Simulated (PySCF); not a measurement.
C₄H₁₀AlClSi, SMILES [Al]([CH3])([CH3])/[CH]=C/[SiH2]Cl, singlet, GFN2-xTB optimised geometry.

```
17

Si    -0.33     0.42     0.00
Cl    -0.94     2.35     0.00
C     -1.02    -0.42    -1.54
C     -1.31    -1.73    -1.66
Al    -2.03    -2.37    -3.41
C     -2.22    -1.04    -4.88
C     -2.53    -4.29    -3.61
H     -0.84    -0.21     1.22
H      1.13     0.42     0.00
H     -1.19     0.22    -2.41
H     -1.13    -2.35    -0.79
H     -1.27    -0.57    -5.15
H     -2.60    -1.52    -5.79
H     -2.91    -0.23    -4.64
H     -2.35    -4.86    -2.69
H     -3.59    -4.42    -3.86
H     -1.97    -4.79    -4.41
```

Density from PBE0/def2-SVP run with PySCF 2.14.0 at that geometry.

Minimum of the electron density along straight lines between bonded atoms, close to the bond critical point (lines longer than 1.1 times the sum of covalent radii, or with two minima, are not listed):

```
bond     length / Å  ρ at the minimum / e bohr⁻³  ∇²ρ there / e bohr⁻⁵  position (fraction from the first atom)
-------  ----------  ---------------------------  --------------------  ---------------------------------------
Si1–Cl2       2.028                            …                  0.31                                     0.37
Si1–C3        1.883                        0.116                  0.32                                     0.38
C3–C4         1.343                        0.330                 -0.85                                     0.51
C4–Al5        1.994                        0.077                  0.31                                     0.60
Al5–C6        1.992                        0.079                  0.30                                     0.40
Al5–C7        1.991                        0.079                  0.30                                     0.40
Si1–H8        1.462                        0.120                  0.31                                     0.49
Si1–H9        1.464                        0.119                  0.32                                     0.49
C3–H10        1.090                        0.276                 -1.02                                     0.63
C4–H11        1.092                        0.273                 -0.99                                     0.62
C6–H12        1.095                        0.263                 -0.90                                     0.62
C6–H13        1.096                        0.264                 -0.91                                     0.62
C6–H14        1.095                        0.263                 -0.90                                     0.62
C7–H15        1.096                        0.264                 -0.91                                     0.62
C7–H16        1.096                        0.263                 -0.90                                     0.62
C7–H17        1.096                        0.263                 -0.90                                     0.62
```

### Question
What belongs in the gaps?

### Answer

- Si1–Cl2, ρ at the minimum / e bohr⁻³: 0.095
